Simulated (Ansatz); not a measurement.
The cluster GeTe₂⁺. Charge 1, multiplicity 2. Geometry r2SCAN-D4/def2-TZVP, that of the neutral singlet; atoms count from 1.

Cartesian coordinates in Å:
```
Ge -0.0696 1.4234 -0.1108
Te 1.1059 -0.5898 0.9489
Te -1.0363 -0.8336 -0.8382
```

In the def2 sets Te takes a core potential; there is no spin–orbit coupling. The structure comes from a short search, and lower isomers may exist.

Estimate the Mulliken populations from the PBE0/def2-TZVP orbitals of Ansatz.


| atom | charge (e) | spin (α − β) |
| --- | --- | --- |
| Ge1 | 0.48 | -0.14 |
| Te2 | 0.26 | 0.57 |
| Te3 | 0.26 | 0.57 |
Mulliken values and Mayer orders depend strongly on the basis.

Where does the spin sit?

Summed by element: Ge -0.14, Te 1.14, of 1 unpaired in all. Largest on single atoms: Te2 0.57, Te3 0.57, Ge1 -0.14.

And the Mayer bond orders between bonded heavy atoms (over 0.3)?

Ge1–Te2 1.09 (2.56 Å); Ge1–Te3 1.09 (2.56 Å); Te2–Te3 1.37 (2.80 Å).
